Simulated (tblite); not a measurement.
Compound: GeH10SSi3.
Cartesian coordinates in Å at the GFN2-xTB level; atoms count from 1:
```
atom  x, y, z in Å
Si1   -2.7632   -0.1952    0.3238
Si2   -1.3108    1.1392   -0.8900
S3    -0.0971    0.0044   -2.2727
Ge4    1.2709   -1.0781   -0.8986
Si5    2.8030    0.2237    0.3289
H6    -2.9429    0.3709    1.6645
H7    -2.2808   -1.5686    0.4995
H8    -4.0840   -0.2787   -0.3031
H9    -0.3580    1.8968   -0.0666
H10   -1.9194    2.0903   -1.8156
H11    1.9074   -2.0783   -1.8478
H12    0.3887   -1.9856   -0.0401
H13    3.2480   -0.5562    1.4821
H14    3.9523    0.5661   -0.5060
H15    2.1815    1.4573    0.8142
```

Level: GFN2-xTB in tblite, geometry and Hessian alike; calculated harmonic values, unscaled, isolated species. Against measured fundamentals such values can be off by several per cent, at times by over 20. Modes of hydrogen on germanium and silicon can be 10 to 20 % off. One conformer, not necessarily the lowest. The optimisation stopped once no atom felt more than 0.01 eV/Å.

Lowest wavenumbers of the output (negative numbers stand for imaginary wavenumbers):
```
mode    cm-1
  1     -36.2
  2     -34.2
  3      14.4
  4      65.4
  5      85.2
  6     108.7
  7     127.1
  8     291.8
  9     328.1
 10     349.4
 11     388.5
 12     408.8
 13     457.2
 14     461.5
 15     470.1
```

**Question.** Is this structure a minimum?

**Answer.** Not by this Hessian. 2 modes are imaginary beyond 20i (36i and 34i cm⁻¹), so at this level the point lies at or near a saddle of order 2. The curvature is small, so loose convergence or finite differences may be the whole cause.

**Question.** Which atoms move in the imaginary modes?

**Answer.** 36i: H6 (Si–H hydrogen) 34 %, H7 (Si–H hydrogen) 31 %, H8 (Si–H hydrogen) 29 %; 34i: H15 (Si–H hydrogen) 34 %, H14 (Si–H hydrogen) 32 %, H13 (Si–H hydrogen) 29 %. These are shares of the mass-weighted motion.

**Question.** What is the remedy?

**Answer.** Step along such a mode in both directions, optimise again with tighter thresholds and repeat the frequencies. The zero-point energy of this point (50.1 kcal/mol) counts the 37 real modes alone, and thermal corrections from it aren't those of a minimum.

The run took 1.2 s wall on Arm Neoverse N1, one thread, shared host with 64 logical CPUs at a one-minute load of 60. This covers the Hessian and the dipole derivatives.
